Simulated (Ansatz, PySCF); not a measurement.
Torsion H3–O1–Te2–H4 in H2OTe (SMILES O[TeH]); at each angle all else is relaxed with GFN2-xTB, and the levels are single points there.
Geometry at 90° (charge 0, multiplicity 1):
```csv
atom,x (Å),y (Å),z (Å)
O,-1.0605,0.3097,0.2852
Te,0.8318,0.7418,-0.1552
H,-1.4146,-0.3363,-0.3256
H,0.3998,1.9725,-1.1617
```

On the grid 0° to 330°, 0° is the highest and 90° the lowest point at MP2/CBS(def2-TZVPP, def2-QZVPP) + ΔCCSD(T)/def2-TZVPP.

Cores are frozen in the correlated methods. Filled d and f shells under p-block atoms count as core. CBS(a, b) extrapolates the correlation energy as X⁻³ and adds the Hartree–Fock energy of set b. Rows in 3-21G carry no dispersion term and start afresh at each structure; the Pople sets are all-electron and without relativity.

Run with Ansatz (a program for electronic structure) with Gaussian orbitals; PySCF for 3-21G rows, the dispersion terms. Values without a source in brackets are computed. In def2 rows elements past Kr take small-core potentials, without spin–orbit coupling.

Give the energy at 0° less that at 90° at the level BLYP-D4/def2-TZVPP.

17 kJ/mol
